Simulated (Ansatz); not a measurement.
`[CH3][GeH2][SeH]` → `[GeH2]` + `C[SeH]` at 600 K and 1 bar (germylene formation by 1,1-elimination).

Isolated molecules relaxed with PBE0-D4/def2-TZVP in Ansatz; ΔE leaves out vibrations. CBS: MP2 limit from def2 TZ/QZ plus the TZ coupled-cluster correction, frozen cores. For Ge, Se outer-core shells are correlated without core-valence functions, which leaves a few kJ/mol of doubt a bond. Scalar relativity is left out up to krypton. Each species was taken in one conformer, which may not be the lowest.

```csv
species,CCSD(T)/CBS energy (Eh),H − E (kJ/mol),S (J/(mol·K))
`[CH3][GeH2][SeH]`,-4518.50643,213.0,420.0
`[GeH2]`,-2077.24753,50.4,247.2
`C[SeH]`,-2441.15625,149.5,312.9
```

H − E and S are ideal-gas, rigid-rotor, harmonic terms from PBE0-D4/def2-TZVP, for one conformer and one mirror image of each species. 1 Eh = 2625.50 kJ/mol, R = 8.31446 J/(mol·K).

By hand: ΔE, ΔH, ΔS and ΔG.

ΔE = (-2077.24753) + (-2441.15625) − (-4518.50643) = 0.10265 Eh = 269.5 kJ/mol. Δ(H − E) = 50.4 + 149.5 − 213.0 = -13.1, so ΔH = 256.4 kJ/mol. ΔS = 247.2 + 312.9 − 420.0 = 140.1 J/(mol·K). ΔG = 256.4 − 600 × (140.1)/1000 = 172.3 kJ/mol.

By hand: the equilibrium constant, and the temperature at which ΔG would vanish if ΔH and ΔS stayed fixed.

log₁₀ K = −ΔG/(RT ln 10) = -15.0. ΔG = 0 at ΔH/ΔS = 1830 K.

The number of gas molecules changes by +1, which sets the sign of ΔS. A doubt of 5 kJ/mol in ΔE shifts log₁₀ K by 0.4 here. Other conformers and mirror images would add mixing entropy, several J/(mol·K) or more a flexible species. These are equilibria of isolated gas molecules and say nothing of rates. Largest T1 diagnostic: 0.012 (customary marks: 0.02 for closed shells, 0.045 for open ones).
